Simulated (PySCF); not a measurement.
PySCF input file for HO2Si, SMILES O=[Si]=[OH+], charge +1, C-PCM-M06-2X/def2-SVP. The structure is a stationary point at PBE0-D3(BJ)/def2-TZVP. The isomer is the one that the SMILES or the coordinates give; other isomers of the formula were not compared.

```python
import numpy as np
from pyscf import gto, scf, dft
from pyscf.solvent import pcm

mol = gto.M(
    atom='''
    O    -0.00116158    1.57445820    0.00000000
    Si    0.01871791    0.08517427    0.00000000
    O    -0.09064011   -1.44433065    0.00000000
    H     0.47236280   -2.23346008    0.00000000
    ''',
    basis='def2-SVP',
    charge=1,
    spin=0,
    max_memory=1600,
    verbose=3,
)
mf = dft.RKS(mol, xc='m06-2x').density_fit(auxbasis='def2-universal-jkfit')
mf.grids.level = 4
mf.conv_tol = 1e-9
mf.max_cycle = 100
mf.kernel()
res = {}
for name, eps in {'water': 78.355, 'tetrahydrofuran': 7.4257, 'chlorobenzene': 5.6968}.items():
    s = mf.PCM()
    s.with_solvent.method, s.with_solvent.eps, s.with_solvent.lebedev_order = 'C-PCM', eps, 29
    s.kernel(mf.make_rdm1())
    res[name] = (s.e_tot, eps, s.dip_moment(), s.mo_energy, s.converged)
    print(f'{name}: electrostatic solvation free energy {(s.e_tot - mf.e_tot) * 627.509474:.3f} kcal/mol')
```

It prints:

```
converged SCF energy = -439.920264672337

WARN: PCM is an experimental feature. It is still in testing.
Features and APIs may be changed in the future.

converged SCF energy = -440.035667720532

WARN: System has nonzero charge 1; the dipole moment is origin-dependent.
Location of origin: [0. 0. 0.]

Dipole moment(X, Y, Z, Debye):  1.54859, -5.76656,  0.00000
water: electrostatic solvation free energy -72.417 kcal/mol

WARN: PCM is an experimental feature. It is still in testing.
Features and APIs may be changed in the future.

converged SCF energy = -440.021084497342

WARN: System has nonzero charge 1; the dipole moment is origin-dependent.
Location of origin: [0. 0. 0.]

Dipole moment(X, Y, Z, Debye):  1.52589, -5.62434, -0.00000
tetrahydrofuran: electrostatic solvation free energy -63.265 kcal/mol

WARN: PCM is an experimental feature. It is still in testing.
Features and APIs may be changed in the future.

converged SCF energy = -440.016219323914

WARN: System has nonzero charge 1; the dipole moment is origin-dependent.
Location of origin: [0. 0. 0.]

Dipole moment(X, Y, Z, Debye):  1.51836, -5.57806, -0.00000
chlorobenzene: electrostatic solvation free energy -60.212 kcal/mol
```

The run converged.

Cost: around 20 core-seconds (rough).
